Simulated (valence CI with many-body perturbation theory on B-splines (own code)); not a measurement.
# Energy levels of Gd XXXIV

Calculated by configuration interaction combined with many-body perturbation theory (CI+MBPT): three valence electrons over a frozen Dirac-Fock core [Ar] 3d10, radial functions for each j: 11 s, 11 p, 9 d, 7 f, 5 g, 2 h, 1 i, with the one-electron correlation potential Σ1, the two-electron term Σ2, the three-electron term Σ3, Breit, model QED; selected CI, second order for the rest (own B-spline code, finite nucleus).

The last digits are not significant, and no measured levels were compared; by estimate large intervals hold to a few tenths of a per cent, small ones and those within an open d or f shell to about a per cent.

Levels 1 to 45 of 67, with energies above the lowest level, (4s^2 4p1/2) J=1/2. "Leading %" is the weight of the configuration and term that name the level; weights of strongly mixed levels are sums over their largest components and can fall short. In the jj column 3d3/2^4 stands for four electrons in 3d with j = 3/2. Lifetimes count E1, E2, E3, M1 and M2 decay at the calculated energies, and are blank where another channel may lead or the interval is too uncertain; long ones can be off by a factor of two.

| No. | Configuration | Term | J | E (eV) | Leading % | Lifetime | Second component | g | Leading jj |
| --- | --- | --- | --- | --- | --- | --- | --- | --- | --- |
| 1 | 4s2 4p | 2P° | 1/2 | 0.00 | 99 |  |  | 0.661 | 4s^2 4p1/2 (99 %) |
| 2 | 4s2 4p | 2P° | 3/2 | 44.85 | 99 | 2.31 μs |  | 1.331 | 4s^2 4p3/2 (99 %) |
| 3 | 4s 4p2 | 4P | 1/2 | 72.20 | 66 | 71.6 ps | 24 % 4s 4p2 2S | 2.308 | 4s 4p1/2^2 (94 %) |
| 4 | 4s 4p2 | 4P | 3/2 | 107.54 | 93 | 572 ps | 5 % 4s 4p2 2D | 1.677 | 4s 4p1/2 4p3/2 (99 %) |
| 5 | 4s 4p2 | 2D | 5/2 | 113.94 | 52 | 132 ps | 47 % 4s 4p2 4P | 1.386 | 4s 4p1/2 4p3/2 (96 %) |
| 6 | 4s 4p2 | 2D | 3/2 | 123.43 | 70 | 7.87 ps | 24 % 4s 4p2 2P | 0.945 | 4s 4p1/2 4p3/2 (93 %) |
| 7 | 4s 4p2 | 2P | 1/2 | 126.47 | 71 | 3.54 ps | 22 % 4s 4p2 4P | 1.187 | 4s 4p1/2 4p3/2 (92 %) |
| 8 | 4s 4p2 | 4P | 5/2 | 155.18 | 51 | 92.2 ps | 41 % 4s 4p2 2D | 1.402 | 4s 4p3/2^2 (91 %) |
| 9 | 4s2 4d | 2D | 3/2 | 167.25 | 60 | 2.29 ps | 35 % 4s 4p2 2P | 1.003 | 4s^2 4d3/2 (60 %) |
| 10 | 4s 4p2 | 2S | 1/2 | 171.38 | 69 | 5.21 ps | 18 % 4s 4p2 2P | 1.832 | 4s 4p3/2^2 (97 %) |
| 11 | 4s 4p2 | 2P | 3/2 | 177.15 | 38 | 2.02 ps | 35 % 4s2 4d 2D | 1.030 | 4s 4p3/2^2 (63 %) |
| 12 | 4s2 4d | 2D | 5/2 | 181.37 | 90 | 3.06 ps | 7 % 4s 4p2 2D | 1.204 | 4s^2 4d5/2 (90 %) |
| 13 | 4p3 | 2P° | 3/2 | 197.22 | 43 | 6.75 ps | 27 % 4p3 2D° | 1.334 | 4p1/2^2 4p3/2 (93 %) |
| 14 | 4s 4p 4d | 4F° | 3/2 | 226.77 | 78 | 31.5 ps | 14 % 4s 4p 4d 2D° | 0.531 | 4s 4p1/2 4d3/2 (95 %) |
| 15 | 4s 4p 4d | 4F° | 5/2 | 230.25 | 38 | 92.4 ps | 22 % 4s 4p 4d 2D° | 1.089 | 4s 4p1/2 4d3/2 (75 %) |
| 16 | 4p3 | 4S° | 3/2 | 235.08 | 49 | 4.03 ps | 30 % 4p3 2D° | 1.381 | 4p1/2 4p3/2^2 (79 %) |
| 17 | 4p3 | 2D° | 5/2 | 237.66 | 47 | 8.34 ps | 34 % 4s 4p 4d 4F° | 1.144 | 4p1/2 4p3/2^2 (47 %) |
| 18 | 4s 4p 4d | 4D° | 1/2 | 242.21 | 68 | 1.72 ps | 24 % 4s 4p 4d 2P° | 0.366 | 4s 4p1/2 4d3/2 (94 %) |
| 19 | 4s 4p 4d | 4D° | 3/2 | 242.60 | 47 | 2.07 ps | 28 % 4s 4p 4d 4P° | 1.335 | 4s 4p1/2 4d3/2 (69 %) |
| 20 | 4s 4p 4d | 4P° | 5/2 | 244.48 | 48 | 3.74 ps | 23 % 4s 4p 4d 4D° | 1.428 | 4s 4p1/2 4d5/2 (84 %) |
| 21 | 4s 4p 4d | 4F° | 7/2 | 245.37 | 59 | 8.83 ps | 20 % 4s 4p 4d 4D° | 1.255 | 4s 4p1/2 4d5/2 (90 %) |
| 22 | 4p3 | 2P° | 1/2 | 246.93 | 93 | 3.97 ps | 6 % 4s 4p 4d 2P° | 0.660 | 4p1/2 4p3/2^2 (93 %) |
| 23 | 4s 4p 4d | 2F° | 5/2 | 255.36 | 69 | 4.12 ps | 14 % 4p3 2D° | 0.963 | 4s 4p1/2 4d5/2 (68 %) |
| 24 | 4s 4p 4d | 2D° | 3/2 | 259.17 | 38 | 2.03 ps | 37 % 4s 4p 4d 2P° | 1.042 | 4s 4p1/2 4d5/2 (57 %) |
| 25 | 4s 4p 4d | 4D° | 3/2 | 278.04 | 32 | 2.65 ps | 28 % 4s 4p 4d 4P° | 1.327 | 4s 4p3/2 4d3/2 (81 %) |
| 26 | 4s 4p 4d | 4D° | 5/2 | 278.57 | 55 | 2.06 ps | 16 % 4s 4p 4d 4F° | 1.272 | 4s 4p3/2 4d3/2 (92 %) |
| 27 | 4s 4p 4d | 4P° | 1/2 | 278.71 | 88 | 2.50 ps | 12 % 4s 4p 4d 4D° | 2.350 | 4s 4p3/2 4d3/2 (98 %) |
| 28 | 4s 4p 4d | 4F° | 9/2 | 279.47 | 100 | 2.93 μs |  | 1.331 | 4s 4p3/2 4d5/2 (100 %) |
| 29 | 4s 4p 4d | 4D° | 7/2 | 279.99 | 49 | 2.46 ps | 34 % 4s 4p 4d 4F° | 1.313 | 4s 4p3/2 4d3/2 (66 %) |
| 30 | 4p3 | 2P° | 3/2 | 282.33 | 26 | 4.10 ps | 24 % 4s 4p 4d 4P° | 1.385 | 4p3/2^3 (46 %) |
| 31 | 4s 4p 4d | 2D° | 3/2 | 288.35 | 66 | 1.80 ps | 15 % 4s 4p 4d 4P° | 0.968 | 4s 4p3/2 4d3/2 (62 %) |
| 32 | 4s 4p 4d | 2D° | 5/2 | 288.94 | 48 | 4.23 ps | 36 % 4s 4p 4d 4P° | 1.337 | 4s 4p3/2 4d5/2 (97 %) |
| 33 | 4s 4p 4d | 2F° | 5/2 | 291.87 | 62 | 2.21 ps | 22 % 4s2 4f 2F° | 0.906 | 4s 4p3/2 4d3/2 (71 %) |
| 34 | 4s 4p 4d | 2F° | 7/2 | 295.61 | 77 | 2.54 ps | 17 % 4s 4p 4d 4D° | 1.190 | 4s 4p3/2 4d5/2 (70 %) |
| 35 | 4s 4p 4d | 2F° | 7/2 | 295.97 | 63 | 8.49 ps | 17 % 4s2 4f 2F° | 1.177 | 4s 4p3/2 4d5/2 (80 %) |
| 36 | 4s 4p 4d | 2P° | 1/2 | 297.30 | 77 | 1.47 ps | 18 % 4s 4p 4d 4D° | 0.598 | 4s 4p3/2 4d3/2 (84 %) |
| 37 | 4s 4p 4d | 2P° | 1/2 | 304.57 | 91 | 2.60 ps | 5 % 4p3 2P° | 0.676 | 4s 4p3/2 4d5/2 (84 %) |
| 38 | 4s 4p 4d | 2P° | 3/2 | 307.55 | 82 | 2.07 ps | 5 % 4s 4p 4d 2D° | 1.306 | 4s 4p3/2 4d5/2 (94 %) |
| 39 | 4s 4p 4d | 2D° | 5/2 | 307.87 | 70 | 1.52 ps | 12 % 4s2 4f 2F° | 1.131 | 4s 4p3/2 4d5/2 (70 %) |
| 40 | 4s 4p 4d | 2D° | 3/2 | 309.66 | 33 | 1.32 ps | 24 % 4s 4p 4d 2P° | 1.098 | 4s 4p3/2 4d5/2 (34 %) |
| 41 | 4p2 4d | 4F | 3/2 | 313.68 | 41 | 10.6 ps | 26 % 4p2 4d 2D | 0.750 | 4p1/2^2 4d3/2 (97 %) |
| 42 | 4s2 4f | 2F° | 5/2 | 318.41 | 64 | 1.63 ps | 28 % 4s 4p 4d 2F° | 0.876 | 4s^2 4f5/2 (64 %) |
| 43 | 4s2 4f | 2F° | 7/2 | 318.84 | 75 | 2.03 ps | 21 % 4s 4p 4d 2F° | 1.147 | 4s^2 4f7/2 (75 %) |
| 44 | 4p2 4d | 4D | 5/2 | 326.64 | 24 | 6.16 ps | 24 % 4p2 4d 2D | 1.186 | 4p1/2^2 4d5/2 (91 %) |
| 45 | 4p2 4d | 2F | 5/2 | 350.07 | 52 | 10.1 ps | 39 % 4p2 4d 4F | 0.936 | 4p1/2 4p3/2 4d3/2 (91 %) |

Where two levels of one J and parity lie close, their mixing, g and order are uncertain.

The ionisation energy to 4s2 1S_0 of the next ion comes out as 1370.2 eV (NIST: 1368 ± 5 eV (theoretical)). All 67 levels together are meant to be complete up to 394.29 eV.
